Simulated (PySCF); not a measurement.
# CsP⁺ from Hartree–Fock to correlated methods

State: ⁴Σ⁻ (quartet), unpaired electrons σ ↑, π ↑↑. Set-up: Cs def2-SVP with ECP46, P def2-SVP; scalar-relativistic core potentials (PySCF 2.14). De refers to Cs⁺ + P in their high-spin ground configurations, without counterpoise correction. The functionals are run spin-unrestricted. A positive dipole points towards P; it is taken about the centre of mass and depends on that origin.

| Level | Re (Å) | ωe (cm⁻¹) | De (eV) | μ (D) | CPU s a point (SCF and correlation, without the integrals) |
| --- | --- | --- | --- | --- | --- |
| UHF | 4.193 | 46.2 | 0.088 | -2.92 | 0.049 |
| UHF-MP2 | 4.002 | 56.5 | 0.123 | n/a | 0.086 |
| UHF-SCS-MP2 | 4.035 | 54.3 | 0.115 | n/a | n/a |
| UHF-CCSD | 4.000 | 56.8 | 0.124 | n/a | n/a |
| UHF-CCSD(T) | 3.988 | 57.7 | 0.127 | n/a | 1.7 |
| PBE | 3.913 | 60.0 | 0.161 | -2.34 | 0.32 |
| revPBE | 4.074 | 49.9 | 0.131 | -2.57 | 0.22 |
| TPSS | 3.988 | 53.7 | 0.130 | -2.51 | 0.5 |
| r²SCAN | 3.971 | 56.9 | 0.124 | -2.57 | 0.47 |
| PBE0 | 3.930 | 57.7 | 0.136 | -2.47 | 0.47 |
| B97-3 | 3.964 | 60.7 | 0.107 | -2.56 | 0.24 |

Problem. Which functional lies closest to UHF-CCSD(T) in De, which farthest, and by how much do they differ from it?

Solution. Closest is TPSS (+0.0 pm in Re, -6.9 % in ωe, +0.00 eV in De against UHF-CCSD(T) in the same basis), farthest PBE (-7.5 pm in Re, +4.0 % in ωe, +0.03 eV in De). CCSD(T) converges more slowly with the basis than the functionals do and binds too weakly in this one, so the order can change at the basis-set limit.

Problem. What does a quarter of exact exchange do here, going from PBE to PBE0?

Solution. PBE0 less PBE: +1.7 pm in Re, -3.8 % in ωe, -0.02 eV in De. Exact exchange removes part of the self-interaction that spreads semilocal densities, and in most molecules shortens and stiffens the bond and lowers De; here Re and ωe go the other way.

Problem. What does the step from GGA to meta-GGA do here, going from PBE to r²SCAN?

Solution. r²SCAN less PBE: +5.8 pm in Re, -5.2 % in ωe, -0.04 eV in De. 

Correlated steps freeze 5 core orbitals. The bond is weak. Basis-set superposition, not corrected here, can be much of De in a small basis, most of all at correlated wavefunction levels. These are scalar-relativistic numbers at best; spin–orbit coupling would shift them, the dissociation energy most. For an ion De counts to the pair picked by the measured ionisation energies or electron affinities, which need not be the lowest pair at this level. The state is the lowest determinant that a PBE0 search found; another state may lie lower at other levels.

The whole job (state search and all levels along the bond) took about 0.92 min on 1 thread of Arm Neoverse V2 (shared host), peak memory 0.47 GiB.
